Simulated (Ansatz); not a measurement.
Ansatz (a program for electronic structure) input (RPA@PBE/cc-pVQZ):

Ansatz 0.2 input:
```yaml
crystal:
  periodic: [false, false, false]
  atoms:
    - {symbol: Ga, position_ang: [0.18546186, 0.18053741, 0.23163995]}
    - {symbol: O, position_ang: [0.73810061, -0.14044165, -1.46414454]}
    - {symbol: H, position_ang: [1.59968270, 0.23476052, -1.67558268]}
    - {symbol: O, position_ang: [-1.43790788, -0.54078407, 0.59009248]}
    - {symbol: H, position_ang: [-1.75054230, -0.38161444, 1.48716059]}
basis:
  gaussian:
    orbitals: cc-pVQZ
hamiltonian:
  xc: pbe
magnetization: {spin_polarized: true, initial_magnetization: 1}
correlation: {method: rpa, electrons: outside_noble_gas}
```

End of the output:

```
integrals: 0.61 GiB planned
1465 factors; integrals over basis functions are off by at most 8.3e-4 eV
mean field: 1.21 GiB planned
mean field evaluation 1: about -56479.8863 eV, gradient 7.2e1 eV
mean field evaluation 2: about -56479.8844 eV, gradient 7.2e1 eV
mean field evaluation 4: about -56494.8386 eV, gradient 1.5e1 eV
mean field evaluation 8: about -56496.4155 eV, gradient 2.0e-1 eV
mean field evaluation 16: about -56496.4150 eV, gradient 6.4e-5 eV
mean field evaluation 32: about -56452.8204 eV, gradient 2.6e1 eV
mean field -56496.41502556 eV, -2076.2049575438 hartree, gradient 1.2e-6 eV, S^2 0.752090; 0 other end points of the search recorded, 0 dependent functions left out
16 core orbitals not correlated, not the lowest: weight in the atoms' cores, before any rotation towards them, 0.914 or more for the frozen orbitals, at most 0.068 for the correlated occupied ones
reference -56442.66018655 eV, -2074.2295036465 hartree; 9, 8 occupied and 213, 214 virtual orbitals, 1465 factors
Total energy: -56468.28224080 eV, -2075.1710967728 hartree
```

It need not be the lowest isomer of its formula.
